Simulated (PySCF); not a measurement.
Compound: AsBH6.
SMILES: `[BH3-][AsH3+]`

Computed with PySCF, TDDFT CAM-B3LYP/def2-SVPD, vertical, gas phase, core orbitals frozen in the response. Geometry: PBE0-D3(BJ)/def2-SVP; no solvent, vibrations or thermal averaging. The CAM-B3LYP/def2-SVPD calculation is non-relativistic and has no spin–orbit coupling, an omission that weighs most on arsenic.

Orbital energies (eV): HOMO-3 -13.16, HOMO-2 -10.13, HOMO-1 -10.03, HOMO -10.03, LUMO 0.56, LUMO+1 1.29, LUMO+2 1.30.

Lowest singlets, with some entries withheld (?). Orbitals of the list HOMO-3 to LUMO+2 that lie within 0.01 eV of each other are written together with a slash and their weights summed (≥ marks a lower bound); for degenerate orbitals outside that list single weights are arbitrary.

```tsv
state	E (eV)	f	main configurations (H = HOMO, L = LUMO)
S1	7.61	0.072	H-2→L (89%)
S2	7.71	0.0018	H-1/H→L (≥92%)
S3	7.71	0.0020	H-1/H→L (≥91%)
S4	7.92	0.018	H-2→L+1/L+2 (≥77%)
S5	7.93	0.018	H-2→L+1/L+2 (≥83%)
S6	?	0.0003	H-1/H→L+1/L+2 (97%)
S7	?	0.0093	H-1/H→L+1/L+2 (≥69%), H-2→L+1/L+2 (≥11%)
S8	?	0.012	H-1/H→L+1/L+2 (≥78%)
S9	?	0.056	H-1/H→L+3 (≥81%)
S10	?	0.028	H-1/H→L+3 (≥28%), H-2→L+3 (24%), H-1/H→L+1/L+2 (≥20%)
```

Question: What stands in place of each question mark?

Answer: 
- S6: E = 8.11 eV
- S7: E = 8.18 eV
- S8: E = 8.18 eV
- S9: E = 8.30 eV
- S10: E = 8.31 eV

Question: What is the vertical ionisation energy by ΔSCF at this level?

Answer: 11.10 eV; −ε(HOMO) is 10.03 eV.

Question: How far apart are S1 and S5, in eV and cm⁻¹?

Answer: 7.929 − 7.614 = 0.315 eV, or about 2540 cm⁻¹.

Question: Where do the lowest triplets lie (Tamm–Dancoff)?

Answer: T1 7.09 eV, H-2→L (79%); T2 7.13 eV, H-2→L+1/L+2 (≥75%); T3 7.13 eV, H-2→L+1/L+2 (≥71%). E(S1) − E(T1) = +0.52 eV.

Time: 27 s wall. Hardware: x86-64 server, one thread, no GPU, shared host.
